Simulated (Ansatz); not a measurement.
One geometry of `[CH3][W]([F])(=[S])=[S]`, several functionals.

```yaml
crystal:
  periodic: [false, false, false]
  atoms:
    - {symbol: C, position_ang: [-0.900856, -0.157616, 0.636524]}
    - {symbol: W, position_ang: [0.837483, 0.080893, -0.497148]}
    - {symbol: F, position_ang: [2.215851, -0.881538, 0.273467]}
    - {symbol: S, position_ang: [0.293799, -0.591763, -2.427181]}
    - {symbol: S, position_ang: [1.157561, 2.171368, -0.520956]}
    - {symbol: H, position_ang: [-0.702739, 0.202946, 1.651528]}
    - {symbol: H, position_ang: [-1.156250, -1.222289, 0.659047]}
    - {symbol: H, position_ang: [-1.744849, 0.397998, 0.224718]}
basis:
  gaussian: {orbitals: def2-TZVPP}
hamiltonian: {xc: {name: CAM-B3LYP}, dispersion: d4}
output: {orbitals: {seedname: orbitals}}
```

```sh
$ ansatz run in.yaml --threads 4 --pin off --events-out ev --progress --plain --max-ram 10444MiB
```

Shortened log:

```
Functional definition: CAM-B3LYP
1472 factors; their error is unknown
299 factors; integrals over basis functions are off by at most 1.7e-5 eV
mean field evaluation 1: about -27296.1184 eV, gradient 6.3e1 eV
mean field evaluation 2: about -27273.1472 eV, gradient 1.3e2 eV
mean field evaluation 4: about -27303.7410 eV, gradient 9.7e0 eV
mean field evaluation 8: about -27303.9514 eV, gradient 2.2e-1 eV
mean field evaluation 16: about -27303.9720 eV, gradient 2.7e-4 eV
mean field -27303.97202065 eV, -1003.4024644618 hartree, gradient 6.7e-5 eV, S^2 0.000000; 0 other end points of the search recorded, 0 dependent functions left out
reference -27303.97214586 eV, -1003.4024690634 hartree; 32, 32 occupied and 212, 212 virtual orbitals, 1472 factors
Total energy: -27304.20773588 eV, -1003.4111268368 hartree
```

Run time 3.6 s (4 threads of an Arm Neoverse V2 on a shared host); peak host memory 0.79 GiB.

Changing it to `hamiltonian: {xc: pbe0, dispersion: d4}` (abridged; 3.1 s):

```
Functional definition: PBE0
mean field evaluation 16: about -27294.5951 eV, gradient 5.7e-4 eV
mean field -27294.59507965 eV, -1003.0578682362 hartree, gradient 6.7e-5 eV, S^2 0.000000
Total energy: -27294.81949680 eV, -1003.0661154143 hartree
```

The same input with `hamiltonian: {xc: {name: BHLYP}, dispersion: d4}` (abridged; 3.5 s):

```
Functional definition: BHLYP
mean field evaluation 16: about -27300.3259 eV, gradient 4.3e-4 eV
mean field -27300.32589413 eV, -1003.2684717838 hartree, gradient 1.7e-5 eV, S^2 0.000000
Total energy: -27300.72517072 eV, -1003.2831449279 hartree
```

The same input with `hamiltonian: {xc: {name: revPBE}, dispersion: d4}` (abridged; 2.2 s):

```
Functional definition: revPBE
mean field evaluation 16: about -27303.6046 eV, gradient 4.3e-3 eV
mean field -27303.60455630 eV, -1003.3889603960 hartree, gradient 2.1e-5 eV, S^2 0.000000
Total energy: -27304.20605738 eV, -1003.4110651533 hartree
```

With the line `hamiltonian: {xc: {name: r2SCANh}, dispersion: d4}` (abridged; 6 s):

```
Functional definition: r2SCANh
mean field evaluation 16: about -27303.4104 eV, gradient 6.3e-4 eV
mean field -27303.41042905 eV, -1003.3818263515 hartree, gradient 7.8e-6 eV, S^2 0.000000
Total energy: -27303.47573753 eV, -1003.3842263937 hartree
```

With the line `hamiltonian: {xc: r2scan, dispersion: d4}` and forces (abridged; 6 s):

```
Functional definition: r2SCAN
mean field evaluation 16: about -27304.5810 eV, gradient 3.0e-3 eV
mean field -27304.58104694 eV, -1003.4248457651 hartree, gradient 8.5e-5 eV, S^2 0.000000
Total energy: -27304.64017690 eV, -1003.4270187512 hartree
Atom 0 force    -0.031858    -0.016852     0.038811 eV/Å
Atom 1 force    -0.073261    -0.171586     0.281943 eV/Å
Atom 2 force     0.087475    -0.049402     0.031284 eV/Å
Atom 3 force    -0.069910    -0.135146    -0.352735 eV/Å
Atom 4 force     0.089685     0.373587    -0.001138 eV/Å
Atom 5 force    -0.006517    -0.000720    -0.009437 eV/Å
Atom 6 force    -0.001847     0.010970    -0.000077 eV/Å
Atom 7 force     0.006234    -0.010850     0.011350 eV/Å
Dipole moment:    -0.290692    -0.153750     0.354841 e Å
```
